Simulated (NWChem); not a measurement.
Species: BSiH3Cl2; SMILES [SiH3]B(Cl)Cl

Computed with NWChem. The geometry was optimised at PBE0/def2-SVP. Level B3LYP/def2-SVP: energy and gradient on several grids; changes count from the extra-fine grid, which is no exact limit either.

Q: Which is the coarsest grid (xfine; coarse; xcoarse; medium; fine) from which on the energy stays within 500 μHa and each gradient component within 500 μHa/bohr of xfine?

A: coarse.
```json
[
 {"grid": "xcoarse", "size of the energy change (μHa)": "700", "largest change of a gradient component (μHa/bohr)": "2000", "time, medium = 1 (rough)": "about 1"},
 {"grid": "coarse", "size of the energy change (μHa)": "20", "largest change of a gradient component (μHa/bohr)": "300", "time, medium = 1 (rough)": "about 1"},
 {"grid": "medium", "size of the energy change (μHa)": "< 10", "largest change of a gradient component (μHa/bohr)": "60", "time, medium = 1 (rough)": "about 1"},
 {"grid": "fine", "size of the energy change (μHa)": "< 10", "largest change of a gradient component (μHa/bohr)": "< 30", "time, medium = 1 (rough)": "about 1"},
 {"grid": "xfine", "size of the energy change (μHa)": "< 10", "largest change of a gradient component (μHa/bohr)": "< 30", "time, medium = 1 (rough)": "2"}
]
```
